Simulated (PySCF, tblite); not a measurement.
C8H17P.
SMILES with atom numbers: `[CH2:1]=[CH:2][P@@:3](=[CH2:4])([CH3:5])[C@H:6]([CH3:7])[CH2:8][CH3:9]` (hydrogens: H10, H11 on C1; H12 on C2; H13, H14 on C4; H15, H16, H17 on C5; H18 on C6; H19, H20, H21 on C7; H22, H23 on C8; H24, H25, H26 on C9)

The geometry is computed with GFN2-xTB (gas phase).

**Question.** List the bond lengths, angles and torsions at this level.

**Answer.** 
| bond | length (Å) | order |
| --- | --- | --- |
| C1=C2 | 1.328 | double |
| C2–P3 | 1.830 | single |
| P3=C4 | 1.710 | double |
| P3–C5 | 1.820 | single |
| P3–C6 | 1.852 | single |
| C6–C7 | 1.524 | single |
| C6–C8 | 1.529 | single |
| C8–C9 | 1.524 | single |
| C1–H10 | 1.078 | single |
| C1–H11 | 1.078 | single |
| C2–H12 | 1.087 | single |
| C4–H13, C4–H14 | 1.090 | single |
| C5–H15, C5–H16, C5–H17 | 1.089 | single |
| C6–H18 | 1.098 | single |
| C7–H19, C7–H20, C7–H21 | 1.088 | single |
| C8–H22 | 1.093 | single |
| C8–H23 | 1.094 | single |
| C9–H24, C9–H25, C9–H26 | 1.088 | single |

Bonds in one row agree within 0.01 Å and their mean is given. Orders are formal, as drawn. A selection of angles:
| angle | degrees |
| --- | --- |
| C1–C2–P3 | 125.4 |
| C2–P3–C4 | 124.1 |
| C2–P3–C5 | 101.7 |
| C2–P3–C6 | 104.8 |
| C4–P3–C5 | 108.4 |
| C4–P3–C6 | 109.1 |
| C5–P3–C6 | 107.8 |
| P3–C6–C7 | 112.2 |
| P3–C6–C8 | 108.9 |
| C7–C6–C8 | 112.9 |
| C6–C8–C9 | 112.7 |

Dihedral angles: C1–C2–P3–C4 80° (synclinal); C2–P3–C6–C7 -51° (synclinal); P3–C6–C8–C9 -156° (antiperiplanar).

The 4 C–C bonds span 1.328 Å (C1=C2, drawn double) to 1.529 Å (C6–C8, drawn single), a spread of 0.201 Å. Of the pairs four or more bonds apart, C4···H23 is among the closest relative to their van der Waals radii: 2.49 Å, 86 % of the sum of Bondi's values. The C–P distances run from 1.710 Å (P3=C4, drawn double) to 1.852 Å (P3–C6, drawn single), a spread of 0.142 Å. P3 (phosphorus bonded to 4 C) is distorted tetrahedral (angles from 101.7° to 124.1°).

Point group: C1 (no symmetry element, even within 0.4 Å). Its GFN2-xTB frequencies are all real (lowest 43 cm⁻¹). One conformer, not necessarily the lowest. 3 starts were optimised and ended at 0.00, 0.73 and 2.85 kcal/mol (GFN2-xTB); the lowest of these is shown.
